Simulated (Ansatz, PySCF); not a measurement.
Constitutional and geometric isomers with formula CH3BSi. Gas-phase values, no solvent. Strings in code marks are SMILES.

Quantity: vertical ionisation energy (energy after one electron is removed minus that of the parent at the parent's geometry), in eV. The restricted reference of `B1=C[SiH2]1` is unstable towards unrestricted orbitals.

Level 1: frozen-core MP2/cc-pVQZ // B3LYP-D3(BJ)/def2-TZVP (Ansatz, a program for electronic structure)
Level 2: minus the HOMO energy of B3LYP-D3(BJ)/def2-TZVP (PySCF)
Level 3: minus the HOMO energy of HF/3-21G // B3LYP-D3(BJ)/def2-TZVP (PySCF)
Level 4: minus the HOMO energy of HF/STO-3G // B3LYP-D3(BJ)/def2-TZVP (PySCF)

```json
[
 {"species": "`B=C=[SiH2]`", "level 1": "8.89", "level 2": "?", "level 3": "8.75", "level 4": "?"},
 {"species": "`B1=C[SiH2]1`", "level 1": "9.82", "level 2": "6.96", "level 3": "?", "level 4": "6.61"},
 {"species": "`B1C=[SiH]1`", "level 1": "9.50", "level 2": "6.88", "level 3": "9.66", "level 4": "7.01"}
]
```

### Question
Complete the blanks.

### Answer

- `B=C=[SiH2]`, level 2: 6.40
- `B=C=[SiH2]`, level 4: 5.79
- `B1=C[SiH2]1`, level 3: 9.37
